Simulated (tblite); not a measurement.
Compound: C₈H₁₁BS.
Atom-mapped SMILES: `[BH:1]([CH2:2][CH:3]1[CH2:4][CH2:5]1)[c:6]1[cH:7][cH:8][cH:9][s:10]1` (hydrogens: H11 on B1; H12, H13 on C2; H14 on C3; H15, H16 on C4; H17, H18 on C5; H19 on C7; H20 on C8; H21 on C9)

Computed with GFN2-xTB (tblite), gas phase: L-BFGS steps from a force-field or distance-geometry start until the largest atomic force falls under 0.01 eV/Å.

Step 103: E = -739.1130 eV
```
atom  x, y, z in Å  |  force x, y, z in eV/Å
B1     -0.1327   -1.4984   -0.0175    0.013  -0.018   0.019
C2     -1.3795   -0.9579   -0.8314   -0.016   0.010   0.018
C3     -1.6163    0.5315   -0.6063   -0.014   0.013  -0.010
C4     -2.8761    1.0147    0.0459   -0.006  -0.001  -0.025
C5     -1.5785    1.0741    0.7921   -0.024   0.004   0.018
C6      1.2011   -0.7565   -0.0442    0.010  -0.005  -0.006
C7      2.2868   -0.9407    0.7843   -0.007  -0.001   0.009
C8      3.3747   -0.0954    0.5191    0.015  -0.011  -0.030
C9      3.1363    0.7318   -0.5391    0.017   0.000   0.052
S10     1.5726    0.5118   -1.1899    0.028  -0.019   0.010
H11    -0.2144   -2.4679    0.6371    0.023  -0.010   0.016
H12    -2.2906   -1.5087   -0.5881    0.013   0.017  -0.003
H13    -1.2001   -1.1163   -1.8983   -0.055   0.002  -0.026
H14    -1.1964    1.1673   -1.3750   -0.004   0.027  -0.012
H15    -3.3086    1.9487   -0.2832   -0.016  -0.037  -0.037
H16    -3.6094    0.2795    0.3461    0.036   0.027   0.015
H17    -1.4212    0.3731    1.5974   -0.003  -0.017   0.021
H18    -1.1302    2.0409    0.9661    0.000   0.004   0.001
H19     2.2831   -1.6690    1.5769    0.002   0.002  -0.014
H20     4.2942   -0.1053    1.0784    0.000   0.007  -0.026
H21     3.7963    1.4595   -0.9704   -0.013   0.005   0.011
```

Step 104: E = -739.1138 eV
```
atom  x, y, z in Å  |  force x, y, z in eV/Å
B1     -0.1328   -1.4942   -0.0109    0.031  -0.033   0.005
C2     -1.3792   -0.9578   -0.8277   -0.033   0.010   0.047
C3     -1.6174    0.5316   -0.6080   -0.006   0.013  -0.007
C4     -2.8787    1.0160    0.0410   -0.015  -0.003  -0.044
C5     -1.5831    1.0748    0.7901   -0.026   0.010   0.016
C6      1.2016   -0.7534   -0.0384    0.002   0.016  -0.016
C7      2.2921   -0.9452    0.7819    0.003   0.001  -0.008
C8      3.3804   -0.1006    0.5153    0.016  -0.001  -0.020
C9      3.1361    0.7361   -0.5342    0.021  -0.010   0.046
S10     1.5687    0.5236   -1.1768    0.009  -0.028   0.009
H11    -0.2115   -2.4655    0.6412    0.016  -0.009   0.020
H12    -2.2903   -1.5063   -0.5799    0.011   0.001  -0.007
H13    -1.2012   -1.1218   -1.8933   -0.051   0.000  -0.042
H14    -1.1933    1.1637   -1.3774   -0.015   0.039  -0.004
H15    -3.3106    1.9496   -0.2899   -0.008  -0.030  -0.038
H16    -3.6148    0.2823    0.3384    0.043   0.020   0.018
H17    -1.4284    0.3740    1.5962   -0.001  -0.016   0.022
H18    -1.1354    2.0415    0.9641    0.006   0.014   0.008
H19     2.2918   -1.6817    1.5664    0.007   0.000   0.001
H20     4.3033   -0.1152    1.0688   -0.003   0.002  -0.028
H21     3.7936    1.4653   -0.9671   -0.006   0.005   0.022
```

Step 105: E = -739.1147 eV
```
atom  x, y, z in Å  |  force x, y, z in eV/Å
B1     -0.1327   -1.4898   -0.0012    0.047  -0.040  -0.014
C2     -1.3793   -0.9583   -0.8211   -0.039   0.014   0.055
C3     -1.6183    0.5318   -0.6101    0.010   0.012  -0.001
C4     -2.8819    1.0181    0.0325   -0.023  -0.001  -0.052
C5     -1.5903    1.0769    0.7878   -0.022   0.011   0.007
C6      1.2023   -0.7495   -0.0303   -0.005   0.035  -0.020
C7      2.2999   -0.9523    0.7777    0.013   0.000  -0.027
C8      3.3885   -0.1084    0.5088    0.011   0.009  -0.002
C9      3.1352    0.7434   -0.5261    0.021  -0.020   0.025
S10     1.5620    0.5409   -1.1566   -0.014  -0.035   0.006
H11    -0.2083   -2.4631    0.6479    0.013  -0.011   0.026
H12    -2.2908   -1.5034   -0.5691    0.006  -0.018   0.000
H13    -1.2033   -1.1301   -1.8855   -0.044   0.000  -0.049
H14    -1.1878    1.1595   -1.3798   -0.028   0.046   0.006
H15    -3.3132    1.9503   -0.3020   -0.001  -0.014  -0.041
H16    -3.6204    0.2863    0.3272    0.037   0.002   0.023
H17    -1.4389    0.3763    1.5948   -0.003  -0.008   0.018
H18    -1.1430    2.0434    0.9618    0.010   0.021   0.015
H19     2.3059   -1.6999    1.5512    0.010  -0.002   0.013
H20     4.3168   -0.1301    1.0527   -0.001  -0.005  -0.024
H21     3.7887    1.4749   -0.9609    0.002   0.005   0.037
```

**Question.** Estimate the geometry and energy of step 106. (The exact step hangs on the optimiser's Hessian estimate; all steps are aligned on step 105, rigid shifts and turns removed.)

**Answer.** E = -739.1159 eV, largest force 0.071 eV/Å
```
atom  x, y, z in Å  |  force x, y, z in eV/Å
B1     -0.1312   -1.4867    0.0091    0.051  -0.034  -0.035
C2     -1.3806   -0.9599   -0.8105   -0.023   0.023   0.044
C3     -1.6184    0.5318   -0.6118    0.023   0.007   0.010
C4     -2.8856    1.0217    0.0195   -0.025  -0.002  -0.041
C5     -1.6005    1.0802    0.7854   -0.007   0.017  -0.008
C6      1.2033   -0.7442   -0.0206   -0.014   0.043  -0.017
C7      2.3100   -0.9611    0.7711    0.022  -0.001  -0.041
C8      3.3986   -0.1175    0.5003    0.003   0.017   0.017
C9      3.1339    0.7537   -0.5151    0.016  -0.036  -0.006
S10     1.5534    0.5638   -1.1299   -0.032  -0.037  -0.002
H11    -0.2029   -2.4637    0.6530    0.014  -0.013   0.031
H12    -2.2921   -1.5009   -0.5523   -0.006  -0.034   0.020
H13    -1.2103   -1.1428   -1.8739   -0.030   0.004  -0.055
H14    -1.1785    1.1541   -1.3807   -0.041   0.045   0.013
H15    -3.3151    1.9524   -0.3199    0.005   0.009  -0.047
H16    -3.6269    0.2928    0.3111    0.018  -0.025   0.027
H17    -1.4538    0.3797    1.5940   -0.014   0.009   0.012
H18    -1.1535    2.0468    0.9597    0.012   0.017   0.021
H19     2.3239   -1.7214    1.5316    0.012  -0.008   0.022
H20     4.3339   -0.1494    1.0309    0.005  -0.012  -0.014
H21     3.7835    1.4875   -0.9514    0.010   0.011   0.050
```

The energy changes by -0.0012 eV. The first-order estimate −F·Δx gives -0.0017 eV and the mean of the old and new forces, exact on a quadratic surface, -0.0012 eV. The step makes an angle of 84° with the force vector and moves no atom by more than 0.036 Å.

What follows is the cost of the whole relaxation. The run took 5.4 s of wall time on Intel Xeon at 2.50 GHz, one thread, shared host with 64 logical CPUs at a one-minute load of 63.
